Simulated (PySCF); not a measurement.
BI3, SMILES I[B-](I)I, charge -1, multiplicity 2. Atoms are numbered in the order given.

```xyz
4

B      0.0000     0.0000    -0.5640
I      1.8811    -1.0860     0.0177
I      0.0000     2.1721     0.0177
I     -1.8811    -1.0860     0.0177
```
Charge -1, spin multiplicity 2.

Coordinates come from a r2SCAN-D4/def2-SVPD optimisation. The def2 effective core potentials stand for the cores of I; spin–orbit coupling is left out.

Method: r2SCAN-D4/def2-SVPD (PySCF 2.14.0).

Frequencies are harmonic and unscaled.

Modes within 1.5 cm⁻¹ of each other (mostly degenerate sets) share a row, with their intensities summed.

Computed harmonic wavenumbers and intensities:
| mode | ν (cm⁻¹) | IR (km/mol) | moving atoms (share of kinetic energy) |
|---|---|---|---|
| 1–2 | 88 | 0.9 | I 99 % |
| 3 | 136 | 0.4 | I 97 % |
| 4 | 323 | 4.6 | B 94 % |
| 5–6 | 519 | 356.6 | B 95 % |
